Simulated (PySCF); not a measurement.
Isomers of CH6AsB, mass 103.978 u with the commonest isotopes. Computed with PBE0-D3(BJ)/def2-SVP geometry optimisation, gas phase in PySCF 2.14.0. One conformer each, none proved a minimum here; rigid rotors.

Question: Order these by rotational constant A, largest first.
A. `[BH2:1][CH2:2][AsH2:3]` with H–B1–C2–As3 88° and -89°, B1–C2–As3–H -48° and 45°
B. `[CH3:1][BH:2][AsH2:3]` with C1–B2–As3–H -40° and -138°
C. `[BH2:1][AsH:2][CH3:3]` with H–B1–As2–C3 150° and -40°

Answer: B (30224 MHz), A (19519 MHz), C (13293 MHz).

Question: Order these by rotational constant C, largest first.
A. `[BH2:1][AsH:2][CH3:3]` with H–B1–As2–C3 150° and -40°
B. `[CH3:1][BH:2][AsH2:3]` with C1–B2–As3–H -40° and -138°
C. `[BH2:1][CH2:2][AsH2:3]` with H–B1–C2–As3 88° and -89°, B1–C2–As3–H -48° and 45°

Answer: A (4557 MHz), C (4156 MHz), B (3076 MHz).

Question: Order these by radius of gyration √(Σ m r²/M), largest first.
A. `[BH2:1][CH2:2][AsH2:3]` with H–B1–C2–As3 88° and -89°, B1–C2–As3–H -48° and 45°
B. `[BH2:1][AsH:2][CH3:3]` with H–B1–As2–C3 150° and -40°
C. `[CH3:1][BH:2][AsH2:3]` with C1–B2–As3–H -40° and -138°

Answer: C (1.270 Å), A (1.109 Å), B (1.052 Å).

```csv
SMILES,point group,Ia (u·Å²),Ib (u·Å²),Ic (u·Å²),κ,μa (D),μb (D),μc (D)
CB[AsH2],–,16.72,154.42,164.30,-0.99,0.96,0.24,0.59
B[AsH]C,–,38.02,81.31,110.90,-0.62,1.10,0.42,0.48
BC[AsH2],Cs,25.89,108.30,121.60,-0.93,0.74,0.69,0.01
```
